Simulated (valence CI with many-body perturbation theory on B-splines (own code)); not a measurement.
Ag⁵⁺: M1 decay

Method: valence CI with perturbative core correlation (CI+MBPT): six valence electrons over a frozen Dirac-Fock core [Kr], a basis of 7 s, 7 p, 8 d, 6 f, 4 g, 1 h functions for each j, with the one-electron correlation potential Σ1 (screened to all orders), the two-electron term Σ2, the three-electron term Σ3, Breit, model QED; selected single and double excitations, second order for the rest, scaled by the run's own slope (own B-spline code, finite nucleus).

Against 24 measured levels this calculation errs by 379 cm⁻¹ on average and by 867 at most. These come from a selection out of Gamrath, thesis, University of Mons (2023). Levels without a partner in it may be off by more, other configurations by 1,000 to 8,000 cm⁻¹. Among the levels kept, up to 940 cm⁻¹ of a level comes from second order outside the variational space, and about a tenth of that is noise between levels of different J, which matters for small intervals. Only levels of the ground parity were solved; by the run's estimate the other parity begins above the list, which can be wrong where configurations are misplaced.

Lines 1 to 50 of 105 in falling wavelength, among levels below 54280 cm⁻¹, chosen from the decays that carry over 1 % of a level's rate. Wavelengths and rates use the calculated energies, so an error of 400 cm⁻¹ moves a line at 3689 nm by 15 % and its rate by three times that or more. Weak lines are less certain than strong ones. Lines between different terms over intervals too small for the method are left out, as are lines whose strength nearly cancels and 7 of this kind that miss the measured wavelength by over 7 %. The highest levels of a list are the least certain. Branching is blank where the lifetime is uncertain.

Names give the largest LS component (configuration and term), which can be under half, so a name can repeat, a term be missing and a line seem to break the LS rules; names also repeat where a configuration has a term twice. Letters in brackets count levels of one name in rising energy.

```csv
λ vac (nm),λ from measured levels,Upper,Lower,Type,A (s⁻¹),Branch %
21650,22780,4d⁶ ⁵D_0,4d⁶ ⁵D_1,M1,1.54e-02,100.0
10210,10120,4d⁶ ⁵D_1,4d⁶ ⁵D_2,M1,8.53e-02,100.0
7786,7933,4d⁶ ⁵D_2,4d⁶ ⁵D_3,M1,1.32e-01,100.0
3814,3714,4d⁶ ⁵D_3,4d⁶ ⁵D_4,M1,6.18e-01,100.0
3689,3554,4d⁶ ³G_5,4d⁶ ³F_4,M1,1.24e-01,3.9
2815,3001,4d⁶ ³F_4,4d⁶ ³H_5,M1,3.72e-01,3.4
2304,,4d⁶ ³D_1,4d⁶ ³P_0 [a],M1,1.52e-01,1.5
2196,2215,4d⁶ ³G_4,4d⁶ ³F_4,M1,4.25e-01,11.0
2183,2151,4d⁶ ³F_4,4d⁶ ³H_4,M1,1.76e+00,16.1
2040,1916,4d⁶ ³G_4,4d⁶ ³F_3,M1,6.90e-02,1.8
1973,1878,4d⁶ ³D_1,4d⁶ ³P_1 [a],M1,8.02e-01,8.0
1895,1917,4d⁶ ³G_3,4d⁶ ³F_4,M1,1.47e-01,2.7
1778,1689,4d⁶ ³G_3,4d⁶ ³F_3,M1,1.28e+00,23.3
1597,1627,4d⁶ ³G_5,4d⁶ ³H_5,M1,1.06e+00,32.9
1505,1551,4d⁶ ³G_5,4d⁶ ³H_6,M1,1.90e+00,59.1
1415,1391,4d⁶ ³P_1 [a],4d⁶ ³P_2,M1,8.59e+00,33.7
1397,1404,4d⁶ ¹G_4,4d⁶ ³G_3,M1,2.86e-01,1.6
1337,1362,4d⁶ ³D_2,4d⁶ ³F_2,M1,7.18e-02,1.2
1234,1274,4d⁶ ³G_4,4d⁶ ³H_5,M1,8.45e-01,21.8
1209,1280,4d⁶ ¹D_2,4d⁶ ³D_1,M1,7.20e-01,4.0
1192,1272,4d⁶ ¹D_2,4d⁶ ³D_3,M1,1.14e+00,6.3
1185,1238,4d⁶ ¹S_0,4d⁶ ³D_1,M1,6.65e-01,2.4
1177,1218,4d⁶ ³D_2,4d⁶ ³F_3,M1,4.70e-01,7.6
1093,1147,4d⁶ ¹D_2,4d⁶ ³D_2,M1,2.47e-01,1.4
1081,1103,4d⁶ ³D_3,4d⁶ ³F_3,M1,2.89e-01,2.3
1028,1050,4d⁶ ¹G_4,4d⁶ ³G_5,M1,7.09e-01,3.9
1014,1014,4d⁶ ³G_3,4d⁶ ³H_4,M1,9.57e-01,17.4
991.1,997.4,4d⁶ ³P_1 [b],4d⁶ ¹S_0,M1,2.98e+00,
974.6,971.6,4d⁶ ³P_1 [b],4d⁶ ¹D_2,M1,6.80e-01,
888.3,861.4,4d⁶ ³D_2,4d⁶ ³P_2,M1,1.60e+00,25.9
880.3,891.6,4d⁶ ¹F_3,4d⁶ ³D_3,M1,5.23e-01,9.1
837.0,807.6,4d⁶ ¹I_6,4d⁶ ³H_5,M1,1.54e+00,33.4
832.6,802.1,4d⁶ ³D_3,4d⁶ ³P_2,M1,1.86e+00,15.1
825.6,828.2,4d⁶ ¹F_3,4d⁶ ³D_2,M1,5.77e-01,10.1
824.1,798.9,4d⁶ ³D_1,4d⁶ ³P_2,M1,3.35e-01,3.3
811.0,788.5,4d⁶ ¹I_6,4d⁶ ³H_6,M1,3.02e+00,65.3
804.0,810.6,4d⁶ ¹G_4,4d⁶ ³F_4,M1,8.44e+00,46.1
782.2,766.9,4d⁶ ¹G_4,4d⁶ ³F_3,M1,2.51e+00,13.7
749.8,761.0,4d⁶ ¹D_2,4d⁶ ³P_1 [a],M1,1.40e+00,7.7
741.6,768.4,4d⁶ ³D_3,4d⁶ ³H_4,M1,4.16e-01,3.4
740.3,745.9,4d⁶ ¹S_0,4d⁶ ³P_1 [a],M1,2.60e+01,95.0
667.3,696.2,4d⁶ ¹F_3,4d⁶ ³G_3,M1,2.58e-01,4.5
636.5,663.8,4d⁶ ¹F_3,4d⁶ ³G_4,M1,1.04e+00,18.2
625.4,638.2,4d⁶ ¹G_4,4d⁶ ³H_5,M1,5.67e+00,30.9
601.5,622.5,4d⁶ ¹D_2,4d⁶ ³F_2,M1,4.70e+00,25.8
590.3,621.1,4d⁶ ³P_2,4d⁶ ⁵D_1,M1,2.83e+00,15.4
572.6,,4d⁶ ³P_0 [b],4d⁶ ³D_1,M1,4.54e+00,
566.8,590.6,4d⁶ ¹D_2,4d⁶ ³F_3,M1,6.11e+00,33.5
564.0,561.7,4d⁶ ³H_4,4d⁶ ⁵D_3,M1,5.43e-01,10.1
539.7,552.3,4d⁶ ³P_1 [b],4d⁶ ³D_1,M1,1.55e+00,
```
